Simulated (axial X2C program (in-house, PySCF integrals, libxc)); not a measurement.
**Which molecule has these constants?**

Computed with an axial X2C code built on PySCF integrals, spin-free (one-electron X2C) or two-component (2c: spin–orbit coupling with atomic mean-field Coulomb and Gaunt terms, which also bring small scalar terms), in Dyall basis sets with cores contracted in-house; open shells are unrestricted.

A two-component PBE0 calculation in a Dyall 3-zeta basis gave Re = 2.106 Å, ωe = 648.2 cm⁻¹, Ω = 2.

Question: Which molecule is it?
A. ZrB⁺
B. TiB⁺
C. HfB⁺

Answer: C. The others have TiB⁺ 2.075 Å and 494.9 cm⁻¹ (Ω = 4); ZrB⁺ 2.144 Å and 559.2 cm⁻¹ (Ω = 4).

Each entry is the lowest single determinant of a limited PBE0 search at one distance. De goes to single-determinant-based atoms at the same level (for ions the charge split of lowest energy) and is withheld (n/a) where an atom does not fit its ground term or J level. Main or longest-lived isotopes. One determinant is a doubtful description, or other states lie close, for HfB⁺, TiB⁺, ZrB⁺; these need not be ground states, and all values refer to the states named. Some open-shell Ω = 0 determinants are out of reach, so the Ω given for HfB⁺, TiB⁺, ZrB⁺ need not be the lowest component. With several unpaired electrons the Ω given is that of one determinant, not necessarily of the lowest component. The functionals have no current term, which raises determinants with orbital currents.
